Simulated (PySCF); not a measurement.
AlH2Br, SMILES [AlH2][Br]. The structure is a stationary point at B3LYP-D3(BJ)/def2-TZVP.

Level of theory: B3LYP-D3(BJ)/def2-TZVP (PySCF).

Harmonic wavenumbers (cm⁻¹): 406, 492, 592, 782, 1965, 1984. Rotational constants (GHz): 129.6, 4.385, 4.241; symmetry number 2.

Question: Work out the zero-point energy and the ideal-gas rigid-rotor harmonic-oscillator thermochemistry at 298.15 K and 1 atm.

Answer: ZPE = ½ Σ hcν = ½ × 6220 cm⁻¹ = 8.89 kcal/mol. H − E(el) = 11.75 kcal/mol. Entropy in cal/(mol K): translation 39.97, rotation 21.04, vibration 2.31, total 63.32. G − E(el) = -7.13 kcal/mol. Cp = 12.43 cal/(mol K).
